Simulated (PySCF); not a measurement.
A structure optimised at B3LYP-D3(BJ)/def2-SVP, used in a PySCF frequency run:

```xyz
14

C     -1.1010    -0.9412    -1.4200
Si    -0.3447     0.1268    -0.0663
C     -0.1774     1.9013    -0.6674
O     -1.2713     0.0396     1.3323
P      1.7026    -0.5861     0.6126
H     -0.4695    -0.9336    -2.3233
H     -1.2075    -1.9858    -1.0870
H     -2.1001    -0.5703    -1.7088
H      0.4828     1.9601    -1.5486
H      0.2452     2.5442     0.1208
H     -1.1577     2.3166    -0.9572
H     -2.2183     0.1942     1.2357
H      1.3414    -1.9697     0.5986
H      2.2109    -0.6173    -0.7256
```
Charge 0, spin multiplicity 1.

Task: Write its SMILES and formula.

Result: C[Si](C)(O)P, C₂H₉OPSi

Task: What are its rotational constants (standard atomic weights)?

Result: 3.2525, 2.0444, 1.9890 GHz
